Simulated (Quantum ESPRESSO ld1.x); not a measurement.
ld1.x (Quantum ESPRESSO 7.5) input

```
 &input
    atom='O',
    iswitch=1,
    rel=2,
    dft='BLYP',
    config='[He] 2s2 2p3',
    cau_fact=1370.36,
    rel_dist='average',
    verbosity='high',
    lsmall=.true.,
    prefix='ld1',
    max_out_wfc=37,
    file_charge='ld1.rho',
 /
```

It prints (banner and zero overlaps left out):

```
     Program LD1 v.7.5 starts

     --------------------------- All-electron run ----------------------------

     dirac relativistic calculation

     atomic number is  8.00
     dft =BLYP   lsd =0 sic =0 latt =0  beta=0.20 tr2=1.0E-14
     Exchange-correlation= BLYP
                           (   1   3   1   3   0   0   0)
     mesh =1837 r(mesh) = 100.33940 a.u. xmin = -8.00 dx = 0.00800
     1 Ry =  13.60569312 eV, c = ************

     n l j   nl                  e(Ry)          e(Ha)          e(eV)
     Spin orbit split results
     1 0 0.5 1S 1( 2.00)     -39.240892878     -19.620446439   -533.8995464
     2 0 0.5 2S 1( 2.00)      -2.901493752      -1.450746876    -39.4768336
     2 1 0.5 2P 1( 1.00)      -1.798012304      -0.899006152    -24.4632036
     2 1 1.5 2P 1( 2.00)      -1.797979559      -0.898989779    -24.4627581
     Averaged results
     1 0     1S 1( 2.00)     -39.240892878     -19.620446439   -533.8995464
     2 0     2S 1( 2.00)      -2.901493752      -1.450746876    -39.4768336
     2 1     2P 1( 3.00)      -1.797990474      -0.898995237    -24.4629066

     final scf error:  4.4E-15 reached in  23 iterations

     Etot =    -148.840712 Ry,     -74.420356 Ha,   -2025.081055 eV

     Ekin =     148.492639 Ry,      74.246319 Ha,    2020.345277 eV
     Encl =    -345.084701 Ry,    -172.542351 Ha,   -4695.116550 eV
     Eh   =      63.562412 Ry,      31.781206 Ha,     864.810675 eV
     Exc  =     -15.811062 Ry,      -7.905531 Ha,    -215.120458 eV

     normalization and overlap integrals

     s(1S/1S) =  1.000000  <r> =   0.1997  <r2> =    0.0539  r(max) =   0.1291
     LC norm =  0.99999226 + SC norm =  0.00000774 =  1.00000000
     s(2S/2S) =  1.000000  <r> =   1.0866  <r2> =    1.4205  r(max) =   0.8526
     LC norm =  0.99999906 + SC norm =  0.00000094 =  1.00000000
     s(2P/2P) =  1.000000  <r> =   1.1102  <r2> =    1.5791  r(max) =   0.7746
     LC norm =  0.99999920 + SC norm =  0.00000080 =  1.00000000
     s(2P/2P) =  1.000000  <r> =   1.1103  <r2> =    1.5791  r(max) =   0.7746
     LC norm =  0.99999920 + SC norm =  0.00000080 =  1.00000000

     LC charge =  6.99998023 + SC charge =  0.00001977 =  7.00000000

     ------------------------ End of All-electron run ------------------------
```

Run on one thread of a shared host, so times are rough (Intel(R) Xeon(R) Processor @ 2.60GHz): 0.36 s of CPU time, 1.4 s wall, 23 iterations on 1837 mesh points.
